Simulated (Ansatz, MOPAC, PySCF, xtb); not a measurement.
Pair of molecules: ethylamine (SMILES CCN) (first 10 atoms) with HF (SMILES F); geometry from B3LYP-D3(BJ)/def2-TZVP.
(charge 0, multiplicity 1):
```xyz
12

C      1.2488     0.4907     0.0162
C     -0.2581     0.3102    -0.0588
N     -0.6906    -0.7789     0.8387
H      1.5661     1.3184    -0.6192
H      1.5586     0.6969     1.0408
H      1.7683    -0.4086    -0.3250
H     -0.5677     0.1293    -1.0943
H     -0.7585     1.2201     0.2771
H     -1.6941    -0.9165     0.7888
H     -0.2540    -1.6555     0.5716
F      0.0175    -0.0377     3.2182
H     -0.2674    -0.3668     2.3466
```

Interaction energies are E(AB) − E(A) − E(B) at the monomers' geometry in the complex; basis-set methods are counterpoise corrected.

Rows in 6-31G* carry no dispersion term and start afresh at each structure (6-31G* with six Cartesian d functions). The state that PM6 reach isn't checked.

The values were computed with Ansatz (Gaussian basis) for Hartree–Fock, density functionals and correlated methods; MOPAC for PM6 (differences of heats of formation); PySCF for 6-31G* rows; xtb for the GFN methods. Values without a source in brackets are computed.

Q: One of these levels gives -538.8 meV for the interaction energy. Which?
(A) PM6
(B) GFN2-xTB
(C) HF/6-31G*
(D) revPBE/def2-TZVPPD

A: C, HF/6-31G*. The others give -161.5 (PM6), -665.5 (GFN2-xTB), -596.5 (revPBE/def2-TZVPPD)

Ansatz is a program for electronic structure.
